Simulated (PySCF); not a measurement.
**Excitation energy of Tl by level of theory**

Tl [Xe] 4f14 5d10 6s2 6p1 (2P) → Tl [Xe] 4f14 5d10 6s1 6p2 (4P), as a difference of total energies. All numbers are calculated (PySCF 2.14, scalar relativity by spin-free X2C-1e, in aug-cc-pwCVTZ-DK3 (11s10p8d5f1g, 125 functions)). Correlated levels: valence: [Xe] 4f14 5d10 frozen. The calculations carry no spin-orbit coupling.

```tsv
method	excitation energy (cm⁻¹)
UHF	34793
MP2 (valence)	39321
SCS-MP2 (valence)	41083
CCSD (valence)	40523
CCSD(T) (valence)	40628
```

Spin-orbit coupling is strong in these open shells (close to jj coupling). The scalar numbers leave it out and a first-order estimate fails, so it can dominate the gap to the real levels.
